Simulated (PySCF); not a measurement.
CH3Si, SMILES [SiH2]=[CH], multiplicity 2.

Geometry: PBE0-D3(BJ)/def2-TZVP. The isomer is the one that the SMILES or the coordinates give; other isomers of the formula were not compared.

These are TDA-PBE/def2-TZVPD in PySCF values and carry that method's errors.

Vertical excitations. Gas-phase values at a fixed geometry.

Q: Estimate the UV-visible absorptions. (An estimate is asked for; the answer gives what the named calculation found.)

A: 
| state | energy (eV) | λ (nm) | f | main pairs |
|---|---|---|---|---|
| root 1 | 1.76 | 706 | 0.000 | β HOMO→LUMO 98 % |
| root 2 | 2.81 | 441 | 0.001 | α HOMO−1→LUMO 47 %, β HOMO→LUMO+1 53 % |
| root 3 | 3.54 | 351 | 0.000 | α HOMO→LUMO 98 % |
| root 4 | 4.91 | 253 | 0.001 | α HOMO−1→LUMO+1 38 %, β HOMO→LUMO+2 57 % |
| root 5 | 5.10 | 243 | 0.048 | α HOMO−1→LUMO 24 %, β HOMO−1→LUMO 52 %, β HOMO→LUMO+1 20 % |
| root 6 | 5.31 | 234 | 0.016 | α HOMO→LUMO+1 98 % |
| root 7 | 5.55 | 223 | 0.009 | α HOMO−1→LUMO+2 7 %, β HOMO→LUMO+3 77 %, β HOMO→LUMO+2 12 % |
| root 8 | 5.58 | 222 | 0.010 | α HOMO→LUMO+2 100 % |
| root 9 | 5.74 | 216 | 0.000 | α HOMO−1→LUMO+2 37 %, α HOMO−1→LUMO+1 36 %, β HOMO→LUMO+2 18 %, β HOMO→LUMO+4 5 % |
| root 10 | 5.89 | 210 | 0.034 | α HOMO−1→LUMO+2 46 %, β HOMO→LUMO+4 32 %, β HOMO→LUMO+3 12 %, β HOMO→LUMO+2 5 % |
Unrestricted roots are not spin-pure.
